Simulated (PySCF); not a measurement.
CH₇AlAsN.
Cartesian coordinates in Å at the PBE0-D3(BJ)/def2-SVP level; atoms count from 1:
```xyz
11
CH7AlAsN angstrom
C      1.791   -0.642   -1.363
N      1.336   -0.233   -0.278
Al     0.714    0.348    1.289
As    -1.843    0.322    0.360
H      1.152   -0.867   -2.250
H      2.877   -0.817   -1.542
H      0.841    1.909    1.567
H      0.555   -0.748    2.432
H     -2.248   -1.036   -0.170
H     -3.212    0.714    0.889
H     -1.958    1.054   -0.959
```

Method: PBE0-D3(BJ)/def2-SVP geometry optimisation, gas phase (PySCF 2.14.0).

Q: Which atoms are bound to Al3, and at what distances?

A: 4 atoms: H7 1.591 Å, H8 1.591 Å, N2 1.783 Å, As4 2.721 Å. The nearest atom not counted as bound is C1, at 3.03 Å.

Q: List the angles at Al3.

A: 
```tsv
angle	degrees	distance of the outer atoms (Å)
H7–Al3–H8	123.9	2.81
N2–Al3–H7	116.5	2.87
N2–Al3–H8	116.2	2.87
As4–Al3–H8	98.3	3.34
As4–Al3–H7	98.3	3.34
N2–Al3–As4	91.4	3.29
```

Q: Describe the arrangement about Al3 in numbers.

A: Angles from 91.4° to 123.9°; τ4 = (360° − α − β)/141° = 0.85 with α and β the two widest (0 for a square, 1 for a tetrahedron).

Q: What are the other bond lengths?

A: C1=N2 1.246 Å; C1–H5, C1–H6 1.115 Å; As4–H9, As4–H10, As4–H11 1.515 Å.

Q: Give some angles away from the centre.

A: C1–N2–Al3 179.0°.

Q: What are the rotational constants (commonest isotopes, rigid rotor)?

A: A = 5670, B = 1507, C = 1229 MHz: an asymmetric top.

Point group: near Cs, missed by 0.12 Å at most; the miss may be what the optimiser left on a soft mode. Charge 0, singlet. No frequency check.

On Arm Neoverse V2, one thread, on a shared host, this took 94 s. That covers the optimisation of the geometry.
